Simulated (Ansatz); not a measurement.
The same path of BH9SSi3 (14 atoms, charge 0, multiplicity 1) was run twice with different band settings. The coordinate that changes most is the dihedral H6–B1–S2–Si3.

All numbers below come from Ansatz, RKS BLYP/def2-SVP.

Relaxed end points:

```xyz
14
Properties=species:S:1:pos:R:3
B -0.613 2.293 1.224
S -1.219 0.875 2.140
Si -1.689 -0.594 0.543
Si 0.277 -1.670 -0.239
Si 1.819 -0.210 -1.295
H -0.544 2.297 0.016
H -0.283 3.248 1.888
H -2.610 -1.591 1.185
H -2.423 0.101 -0.566
H -0.136 -2.741 -1.215
H 0.936 -2.344 0.933
H 1.171 0.465 -2.469
H 2.298 0.838 -0.333
H 3.004 -0.996 -1.781
```

```xyz
14
Properties=species:S:1:pos:R:3
B -0.609 2.293 1.195
S -1.208 0.885 2.133
Si -1.688 -0.600 0.555
Si 0.273 -1.674 -0.243
Si 1.819 -0.202 -1.276
H -0.275 3.256 1.844
H -0.549 2.283 -0.014
H -2.599 -1.595 1.214
H -2.436 0.082 -0.553
H -0.147 -2.728 -1.234
H 0.931 -2.368 0.918
H 1.168 0.509 -2.428
H 2.316 0.816 -0.292
H 2.992 -0.986 -1.791
```

Common settings: spring 5.0 eV/Å²; optimiser quadratic models (default); start path through a guess of the saddle point; force threshold 0.05 eV/Å; iteration limit 60; end points relaxed.

| run | movable images | climbing image |
| --- | --- | --- |
| 1 | 5 | yes |
| 2 | 1 | no |

Question: What does each run give, and how far can it be trusted?

Answer: Run 1: converged after 20 iterations, highest image 0.678 eV above the first end. A vibrational analysis at the climbing image gives one clearly imaginary mode, 466i cm⁻¹: a first-order saddle point.
Run 2: converged after 47 iterations, highest image 0.099 eV above the first end. The dihedral H6–B1–S2–Si3 jumps by 175° between images 0 and 1, so the path isn't resolved there. No image climbed, so the highest image needn't sit at the top of the path. A band with more images between the same ends climbed to 0.68 eV, so this one has probably stepped over the top. So few images can step over the top or miss a turn of the path.
